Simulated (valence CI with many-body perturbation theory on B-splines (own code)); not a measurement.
Energy levels of Nd⁴⁶⁺

Calculated by relativistic CI+MBPT: four valence electrons over a frozen Dirac-Fock core [Ne], radial functions for each j: 9 s, 9 p, 8 d, 6 f, 3 g, 1 h, with the one-electron correlation potential Σ1 (screened to all orders), the two-electron term Σ2, the three-electron term Σ3, Breit, model QED; selected single and double excitations, second order for the rest, scaled by the run's own slope (own B-spline code, finite nucleus).

No measured spectrum was set against this ion. As an estimate, large intervals hold to a few tenths of a per cent, small ones and those within an open d or f shell to about a per cent.

Levels 1 to 37 of 37, with energies above the lowest level, (3s^2 3p1/2^2) J=0. "Leading %" is the weight of the configuration and term that name the level; weights of strongly mixed levels are sums over their largest components and can fall short, so below about 35 % the name and the second component can differ from the true leading terms, or belong to a minority configuration. In the jj column 3d3/2^4 stands for four electrons in 3d with j = 3/2.

```csv
No.,Configuration,Term,J,E (Ry),Leading %,Leading jj,g
1,3s2 3p2,3P,0,0.000,71,3s^2 3p1/2^2 (99 %),
2,3s2 3p2,3P,1,9.155,99,3s^2 3p1/2 3p3/2 (99 %),1.494
3,3s2 3p2,1D,2,9.693,62,3s^2 3p1/2 3p3/2 (99 %),1.178
4,3s 3p3,3P°,2,18.013,43,3s 3p1/2^2 3p3/2 (94 %),1.576
5,3s2 3p2,3P,2,19.239,62,3s^2 3p3/2^2 (98 %),1.305
6,3s 3p3,3D°,1,19.660,37,3s 3p1/2^2 3p3/2 (83 %),1.006
7,3s2 3p2,1S,0,20.403,70,3s^2 3p3/2^2 (98 %),
8,3s2 3p 3d,3F°,2,21.550,73,3s^2 3p1/2 3d3/2 (98 %),0.761
9,3s2 3p 3d,3D°,1,23.857,48,3s^2 3p1/2 3d3/2 (84 %),0.882
10,3s2 3p 3d,3P°,2,24.545,35,3s^2 3p1/2 3d5/2 (82 %),1.349
11,3s2 3p 3d,3F°,3,24.704,52,3s^2 3p1/2 3d5/2 (91 %),1.130
12,3s 3p3,3D°,2,27.186,48,3s 3p1/2 3p3/2^2 (80 %),1.441
13,3s 3p3,3D°,3,27.959,87,3s 3p1/2 3p3/2^2 (87 %),1.296
14,3s 3p3,3P°,0,28.600,88,3s 3p1/2 3p3/2^2 (88 %),
15,3s 3p3,3P°,1,29.324,40,3s 3p1/2 3p3/2^2 (83 %),1.263
16,3s 3p3,1D°,2,29.491,56,3s 3p1/2 3p3/2^2 (72 %),1.093
17,3s 3p3,3S°,1,30.076,36,3s 3p1/2 3p3/2^2 (94 %),1.370
18,3s 3p2 3d,5F,1,30.605,47,3s 3p1/2^2 3d3/2 (96 %),0.396
19,3s 3p2 3d,3D,2,30.972,27,3s 3p1/2^2 3d3/2 (92 %),1.164
20,3s2 3p 3d,3F°,3,32.858,37,3s^2 3p3/2 3d3/2 (88 %),1.119
21,3s2 3p 3d,3D°,2,32.899,42,3s^2 3p3/2 3d3/2 (75 %),1.060
22,3s2 3p 3d,3P°,1,32.958,49,3s^2 3p3/2 3d3/2 (85 %),1.135
23,3s2 3p 3d,3P°,0,33.050,88,3s^2 3p3/2 3d3/2 (88 %),
24,3s 3p2 3d,3D,3,33.526,28,3s 3p1/2^2 3d5/2 (93 %),1.366
25,3s2 3p 3d,3F°,4,33.654,99,3s^2 3p3/2 3d5/2 (99 %),1.243
26,3s2 3p 3d,3P°,2,33.942,42,3s^2 3p3/2 3d5/2 (88 %),1.274
27,3s 3p2 3d,3F,2,34.288,28,3s 3p1/2^2 3d5/2 (87 %),1.030
28,3s2 3p 3d,3D°,3,35.669,50,3s^2 3p3/2 3d5/2 (90 %),1.172
29,3s2 3p 3d,1P°,1,36.110,63,3s^2 3p3/2 3d5/2 (93 %),1.095
30,3p4,3P,2,38.165,30,3s 3p1/2 3p3/2 3d3/2 (48 %),1.176
31,3s 3p2 3d,5D,0,38.661,66,3s 3p1/2 3p3/2 3d3/2 (85 %),
32,3s 3p2 3d,5D,1,38.843,55,3s 3p1/2 3p3/2 3d3/2 (98 %),1.184
33,3s 3p3,3P°,2,38.869,46,3s 3p3/2^3 (88 %),1.383
34,3s 3p2 3d,5F,3,39.108,47,3s 3p1/2 3p3/2 3d3/2 (92 %),1.160
35,3s 3p2 3d,5F,2,39.160,30,3s 3p1/2 3p3/2 3d3/2 (61 %),1.175
36,3p4,1S,0,39.540,38,3p1/2^2 3p3/2^2 (62 %),
37,3s 3p2 3d,5F,4,39.960,32,3s 3p1/2 3p3/2 3d3/2 (85 %),1.203
```

The ionisation energy to 3s2 3p 2P°_1/2 of the next ion comes out as 3892.8 eV (NIST: 3891 ± 4 eV (theoretical)). All 37 levels together are meant to be complete up to 40.207 Ry.
